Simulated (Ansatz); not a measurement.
Reactions of FH5O2Si2 (`O[Si](O)(F)[SiH3]`).

Calculated with Ansatz (gas phase, PBE0-D4/def2-TZVP geometries, no zero-point term in ΔE). CCSD(T)/CBS adds triple-zeta CCSD(T) − MP2 to the extrapolated MP2 energy (def2 sets, frozen cores). This one scheme is used for every species, atoms too. Double bonds are as drawn, so ΔE can hold a change between cis and trans. No spin–orbit coupling; open shells (•) take unrestricted orbitals. Spin–orbit coupling would lower the free atoms: a little for F. Elements past krypton have def2 core potentials. Bonds to Mg, Sn are less sure, by a few kJ/mol each and by 10 to 20 or more in all where they break to atoms, as the def2 sets lack core-valence functions. One conformer a species, not always the lowest.

Question: Order these by ΔE at CCSD(T)/CBS, lowest first. (Best estimate.)
A. `O[Si](O)(F)[SiH3]` + `[SiH3]/N=C\S` → `O[Si](F)([SiH3])S` + `O/C=N/[SiH3]`
B. `O[Si](O)(F)[SiH3]` + H–F → `O[Si](O)(F)F` + SiH₄
C. `O[Si](O)(F)[SiH3]` + `F[SiH3]` → `O[Si](O)(F)[SiH2]F` + SiH₄
D. `O[Si](O)(F)[SiH3]` + `[BH2][SnH]([Cl])[O]C` → `B[Si](O)(F)[SiH3]` + `C[O][SnH]([OH])[Cl]`
E. `O[Si](O)(F)[SiH3]` + `C[SiH2]BO` → `C[SiH2]BO[SiH3]` + `O[SiH](O)F`
F. `O[Si](O)(F)[SiH3]` + `[CH3][Mg][NH2]` → `C[Si](O)(O)[SiH3]` + `[NH2][Mg][F]`
G. `O[Si](O)(F)[SiH3]` + `CO[Si](S)(Cl)OC` → `CO[SiH2][Si](O)(O)F` + `CO[SiH](S)Cl`
H. `O[Si](O)(F)[SiH3]` + F• → `O[Si](O)(F)[SiH2]`• + H–F

Answer: H (-48.2 kcal/mol), B (-39.2 kcal/mol), E (-21.7 kcal/mol), F (-6.8 kcal/mol), C (+2.3 kcal/mol), A (+6.0 kcal/mol), G (+9.4 kcal/mol), D (+28.5 kcal/mol).

Largest T1 diagnostic: 0.015, for `[SiH3]/N=C\S`.
